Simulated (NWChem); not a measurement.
All runs are NWChem calculations. System: C₂H₄NO, charge 1, spin multiplicity 1, at the geometry of a parent with another charge or spin, in a state set for the comparison that need not be this species' ground state. Level: B2PLYP/def2-SVPD, 4 core orbitals frozen.

The NWChem input:

```
start mol
memory heap 200 mb stack 900 mb global 1100 mb
charge 1
geometry units angstroms nocenter noautoz
  C     -1.177065    -0.775350     0.000000
  C     -0.027562     0.126001     0.000000
  N      1.202608    -0.471239     0.000000
  O     -0.160648     1.340617     0.000000
  H     -2.167544    -0.319590     0.000000
  H     -1.083519    -1.864300     0.000000
  H      2.018364     0.125581     0.000000
  H      1.327390    -1.471855     0.000000
  symmetry group Cs
end
basis spherical
  * library def2-svpd
end
dft
  xc hfexch 0.53 becke88 0.47 lyp 0.73 mp2 0.27
  dftmp2
  semidirect memsize 60000000 filesize 0
  iterations 100
end
mp2
  freeze core 4
end
task dft energy
```

NWChem printed:

```
             Northwest Computational Chemistry Package (NWChem) 7.3.0
             --------------------------------------------------------

                                NWChem Input Module
                                -------------------

 Scaling coordinates for geometry "geometry" by  1.889725989
 (inverse scale =  0.529177249)

 Turning off AUTOSYM since
 SYMMETRY directive was detected!

                             Geometry "geometry" -> ""
                             -------------------------

 Output coordinates in angstroms (scale by  1.889725989 to convert to a.u.)

  No.       Tag          Charge          X              Y              Z
 ---- ---------------- ---------- -------------- -------------- --------------
    1 C                    6.0000    -1.17706500    -0.77535000     0.00000000
    2 C                    6.0000    -0.02756200     0.12600100     0.00000000
    3 N                    7.0000     1.20260800    -0.47123900     0.00000000
    4 O                    8.0000    -0.16064800     1.34061700     0.00000000
    5 H                    1.0000    -2.16754400    -0.31959000     0.00000000
    6 H                    1.0000    -1.08351900    -1.86430000     0.00000000
    7 H                    1.0000     2.01836400     0.12558100     0.00000000
    8 H                    1.0000     1.32739000    -1.47185500     0.00000000

 Effective nuclear repulsion energy (a.u.)     114.1167513821

            Nuclear Dipole moment (a.u.)
            ----------------------------
        X                 Y               Z
 ---------------- ---------------- ----------------
     0.0000018897     0.0000094486     0.0000000000

      Symmetry information
      --------------------

 Group name             Cs
 Group number              2
 Group order               2
 No. of unique centers     8

      Symmetry unique atoms

     1    2    3    4    5    6    7    8


 Summary of "ao basis" -> "" (spherical)
 ------------------------------------------------------------------------------
       Tag                 Description            Shells   Functions and Types
 ---------------- ------------------------------  ------  ---------------------
 *                         def2-svpd                  on all atoms

  dft_input: which_mp2 not specified, using semidirect MP2 by default.

                                 NWChem DFT Module
                                 -----------------

 Summary of "ao basis" -> "ao basis" (spherical)
 ------------------------------------------------------------------------------
       Tag                 Description            Shells   Functions and Types
 ---------------- ------------------------------  ------  ---------------------
 C                         def2-svpd                 8       20   4s2p2d
 N                         def2-svpd                 8       20   4s2p2d
 O                         def2-svpd                 9       23   4s3p2d
 H                         def2-svpd                 4        8   2s2p

 Summary of "ao basis" -> "ao basis" (spherical)
 ------------------------------------------------------------------------------
       Tag                 Description            Shells   Functions and Types
 ---------------- ------------------------------  ------  ---------------------
 C                         def2-svpd                 8       20   4s2p2d
 N                         def2-svpd                 8       20   4s2p2d
 O                         def2-svpd                 9       23   4s3p2d
 H                         def2-svpd                 4        8   2s2p

      Symmetry analysis of basis
      --------------------------

        a'         82
        a"         33

            General Information
            -------------------
          SCF calculation type: DFT
          Wavefunction type:  closed shell.
          No. of atoms     :     8
          No. of electrons :    30
           Alpha electrons :    15
            Beta electrons :    15
          Charge           :     1
          Spin multiplicity:     1
          Use of symmetry is: on ; symmetry adaption is: on
          Maximum number of iterations: 100
          AO basis - number of functions:   115
                     number of shells:    49
          Convergence on energy requested:  1.00D-06
          Convergence on density requested:  1.00D-05
          Convergence on gradient requested:  5.00D-04

              XC Information
              --------------
                     Hartree-Fock (Exact) Exchange  0.530
                    Becke 1988 Exchange Functional  0.470
              Lee-Yang-Parr Correlation Functional  0.730

             Grid Information
             ----------------
          Grid used for XC integration:  medium
          Radial quadrature: Mura-Knowles
          Angular quadrature: Lebedev.
          Tag              B.-S. Rad. Rad. Pts. Rad. Cut. Ang. Pts.
          ---              ---------- --------- --------- ---------
          C                   0.70       49          10.0       434
          N                   0.65       49          10.0       434
          O                   0.60       49          10.0       434
          H                   0.35       45          11.0       434
          Grid pruning is: on
          Number of quadrature shells:   376
          Spatial weights used:  Erf1

          Convergence Information
          -----------------------
          Convergence aids based upon iterative change in
          total energy or number of iterations.
          Levelshifting, if invoked, occurs when the
          HOMO/LUMO gap drops below (HL_TOL):  1.00D-02
[...]
               write      read    awrite     aread      wait
               -----      ----    ------     -----      ----
     calls:        1         0         0         0         0
   data(b): 5.24e+05  0.00e+00  0.00e+00  0.00e+00
   time(s): 0.00e+00  0.00e+00  0.00e+00  0.00e+00  0.00e+00
rate(mb/s): 0.00e+00  0.00e+00
------------------------------------------------------------

 Grid integrated density:      29.999349764306
 Requested integration accuracy:   0.10E-05

   convergence    iter        energy       DeltaE   RMS-Dens  Diis-err    time
 ---------------- ----- ----------------- --------- --------- ---------  ------
 d= 0,ls=0.0,diis     1   -201.0049448540 -3.15D+02  1.41D+02  1.18D+01     1.0
 d= 0,ls=0.0,diis     2   -206.6273971049 -5.62D+00  2.46D-02  8.55D+00     1.2
 d= 0,ls=0.0,diis     3   -207.4110065896 -7.84D-01  1.57D-02  1.83D+00     1.4
 d= 0,ls=0.0,diis     4   -207.5182109304 -1.07D-01  6.57D-03  1.25D+00     1.6
 d= 0,ls=0.0,diis     5   -207.6455296640 -1.27D-01  1.99D-03  5.28D-02     1.8
  Resetting Diis
 d= 0,ls=0.0,diis     6   -207.6509165802 -5.39D-03  9.48D-04  1.55D-02     2.0
 d= 0,ls=0.0,diis     7   -207.6526212172 -1.70D-03  5.39D-04  1.55D-03     2.2
 d= 0,ls=0.0,diis     8   -207.6526344928 -1.33D-05  3.28D-04  2.12D-03     2.3
 d= 0,ls=0.0,diis     9   -207.6529042508 -2.70D-04  1.33D-04  3.60D-04     2.5
 d= 0,ls=0.0,diis    10   -207.6529491012 -4.49D-05  2.26D-04  1.07D-04     2.7
 d= 0,ls=0.0,diis    11   -207.6529801760 -3.11D-05  1.76D-05  4.37D-06     2.9
 d= 0,ls=0.0,diis    12   -207.6529807598 -5.84D-07  1.30D-05  4.30D-07     3.1
 d= 0,ls=0.0,diis    13   -207.6529808557 -9.59D-08  1.65D-06  1.05D-08     3.3

         Total DFT energy =     -207.652980855681
      One electron energy =     -500.034683215089
           Coulomb energy =      205.292618207805
    Exchange-Corr. energy =      -27.027667230501
 Nuclear repulsion energy =      114.116751382104

 Numeric. integr. density =       29.999996363005

     Total iterative time =      3.1s

                  Occupations of the irreducible representations
                  ----------------------------------------------

                     irrep           alpha         beta
                     --------     --------     --------
                     a'               13.0         13.0
                     a"                2.0          2.0

                       DFT Final Molecular Orbital Analysis
                       ------------------------------------

 Vector   13  Occ=2.000000D+00  E=-7.306534D-01  Symmetry=a"
              MO Center=  8.9D-02,  2.9D-01,  1.6D-15, r^2= 1.6D+00
   Bfn.  Coefficient  Atom+Function         Bfn.  Coefficient  Atom+Function
  ----- ------------  ---------------      ----- ------------  ---------------
    27      0.402820  2 C  pz                67      0.329479  4 O  pz
    47     -0.258852  3 N  pz                70      0.208789  4 O  pz
    50      0.169903  3 N  pz                 7      0.155105  1 C  pz
    30      0.147441  2 C  pz                10      0.072002  1 C  pz
    39      0.033563  2 C  d  1              73      0.029329  4 O  pz

 Vector   14  Occ=2.000000D+00  E=-5.923287D-01  Symmetry=a'
              MO Center= -1.3D-01,  1.0D+00, -7.2D-17, r^2= 1.3D+00
   Bfn.  Coefficient  Atom+Function         Bfn.  Coefficient  Atom+Function
  ----- ------------  ---------------      ----- ------------  ---------------
    65      0.608365  4 O  px                68      0.425057  4 O  px
    43     -0.151814  3 N  s                  6      0.136823  1 C  py
    45     -0.131468  3 N  px                 5      0.122613  1 C  px
     2      0.120931  1 C  s                  3      0.121107  1 C  s
    48      0.101842  3 N  px                44     -0.100296  3 N  s

 Vector   15  Occ=2.000000D+00  E=-5.598804D-01  Symmetry=a"
              MO Center=  6.8D-01,  1.6D-01,  2.7D-16, r^2= 2.0D+00
   Bfn.  Coefficient  Atom+Function         Bfn.  Coefficient  Atom+Function
  ----- ------------  ---------------      ----- ------------  ---------------
    47      0.492253  3 N  pz                67      0.389969  4 O  pz
    50     -0.366935  3 N  pz                70      0.281216  4 O  pz
   107     -0.044360  7 H  pz                32      0.040797  2 C  d -1
    73      0.038832  4 O  pz                27      0.038304  2 C  pz
   115     -0.037627  8 H  pz                59     -0.031254  3 N  d  1

 Vector   16  Occ=0.000000D+00  E=-3.928140D-01  Symmetry=a"
              MO Center= -8.8D-01, -5.1D-01,  2.7D-16, r^2= 2.0D+00
   Bfn.  Coefficient  Atom+Function         Bfn.  Coefficient  Atom+Function
  ----- ------------  ---------------      ----- ------------  ---------------
     7      0.545221  1 C  pz                10      0.422148  1 C  pz
    67     -0.231003  4 O  pz                70     -0.175308  4 O  pz
    47      0.167482  3 N  pz                50     -0.138187  3 N  pz
    30      0.040724  2 C  pz                27      0.036997  2 C  pz
    73     -0.027969  4 O  pz                32     -0.027814  2 C  d -1

 Vector   17  Occ=0.000000D+00  E=-1.436353D-01  Symmetry=a'
              MO Center= -5.7D-01, -1.6D+00, -1.5D-15, r^2= 6.3D+00
   Bfn.  Coefficient  Atom+Function         Bfn.  Coefficient  Atom+Function
  ----- ------------  ---------------      ----- ------------  ---------------
     4      2.732514  1 C  s                 44      1.773359  3 N  s
    93     -1.774714  6 H  s                109     -0.954376  8 H  s
    85     -0.821567  5 H  s                 64     -0.815215  4 O  s
    98     -0.625976  6 H  py                24      0.509568  2 C  s
   114     -0.496752  8 H  py               101     -0.389080  7 H  s

 Vector   18  Occ=0.000000D+00  E=-1.296443D-01  Symmetry=a"
              MO Center= -1.7D-01,  9.6D-03,  1.7D-16, r^2= 3.1D+00
   Bfn.  Coefficient  Atom+Function         Bfn.  Coefficient  Atom+Function
  ----- ------------  ---------------      ----- ------------  ---------------
    30      0.580547  2 C  pz                27      0.557057  2 C  pz
    70     -0.308957  4 O  pz                67     -0.303942  4 O  pz
    73     -0.229373  4 O  pz                47      0.195603  3 N  pz
    50     -0.190984  3 N  pz                 7     -0.175402  1 C  pz
    10     -0.163371  1 C  pz                99     -0.153691  6 H  pz

 center of mass
 --------------
 x =  -0.00291256 y =   0.11379138 z =   0.00000000

 moments of inertia (a.u.)
 ------------------
         160.182197166179          -1.982694201438           0.000000000000
          -1.982694201438         175.336945698550           0.000000000000
           0.000000000000           0.000000000000         335.519142864729

     Multipole analysis of the density
     ---------------------------------

     L   x y z        total         alpha         beta         nuclear
     -   - - -        -----         -----         ----         -------
     0   0 0 0      1.000000    -15.000000    -15.000000     31.000000

     1   1 0 0     -0.745568     -0.372785     -0.372785      0.000002
     1   0 1 0     -2.361762     -1.180886     -1.180886      0.000009
     1   0 0 1     -0.000000     -0.000000     -0.000000      0.000000

     2   2 0 0     -5.713841    -57.058163    -57.058163    108.402486
     2   1 1 0      2.508291     -0.134123     -0.134123      2.776536
     2   1 0 1     -0.000000     -0.000000     -0.000000      0.000000
     2   0 2 0    -13.264868    -51.975377    -51.975377     90.685886
     2   0 1 1     -0.000000     -0.000000     -0.000000      0.000000
     2   0 0 2    -16.300871     -8.150435     -8.150435      0.000000

                   NWChem MP2 Semi-direct Energy/Gradient Module
                   ---------------------------------------------

  Basis functions       =    115
  Molecular orbitals    =    115
  Frozen core           =      4
  Frozen virtuals       =      0
  Active alpha occupied =     11
  Active beta occupied  =     11
  Active alpha virtual  =    100
  Active beta virtual   =    100
  Use MO symmetry       = T
  Use skeleton AO sym   = T

  AO/Fock/Back tols     =   1.0D-09  1.0D-09  1.0D-09

 GA uses MA = F    GA memory limited = T

 Available:
  local mem=  4.43D+07
 global mem=  1.44D+08
 local disk=  0.00D+00
  mp2_memr nvloc                   100
  nvloc new                   100
   1 passes of  11:        3145728                      55029                  24912385.
   1 passes of  11: M     44322953           G      144152750           F      41177225.

 Semi-direct pass number   1 of   1  for RHF alpha+beta  at        3.3s
  vrange nnbf                  6655
  mp2_eaftype                    95  avail_ma_in_mb                   386
 EAF : mp2_eaftype filesize          95   12456192.
  mp2_eaf for mointskh                     95
Node 0 wrote     58.6 Mb in      0.0 s     Agg I/O rate:  7124.2 Mb/s
 Done moints_semi at        4.8s
  mp2_eaftype                    95  avail_ma_in_mb                   386
 EAF : mp2_eaftype filesize          95   12456192.
  mp2_eaf for kh                    95
 Done maket at        4.9s
 Done multipass loop at        4.9s

          -------------------------------------------
          DFT energy                    -207.652980855681
          Unscaled MP2 energy             -0.770713323255
          Total DFT+MP2 energy          -207.861073452959
          -------------------------------------------

 -----------------------
 Performance information
 -----------------------

 Timer overhead =  1.19D-07 seconds/call

               Nr. of calls         CPU time (s)                 Wall time (s)                GFlops
             ---------------    -------------------     ------------------------------   -------------------
Name         Min   Avg   Max    Min     Avg     Max     Min     Avg     Max   Mx/calls   Min     Max     Sum
mp2: moin     1     1     1    1.5     1.5     1.5      1.5     1.5     1.5     1.5      0.0     0.0     0.0
mp2: make     1     1     1   0.13    0.13    0.13     0.13    0.13    0.13    0.13      0.0     0.0     0.0
mp2: tota     1     1     1    1.6     1.6     1.6      1.6     1.6     1.6     1.6      0.0     0.0     0.0

 The average no. of pstat calls per process was 3.00D+00
 with a timing overhead of 3.56D-07s

 Task  times  cpu:        4.9s     wall:        4.9s

 Total times  cpu:        4.9s     wall:        4.9s
```
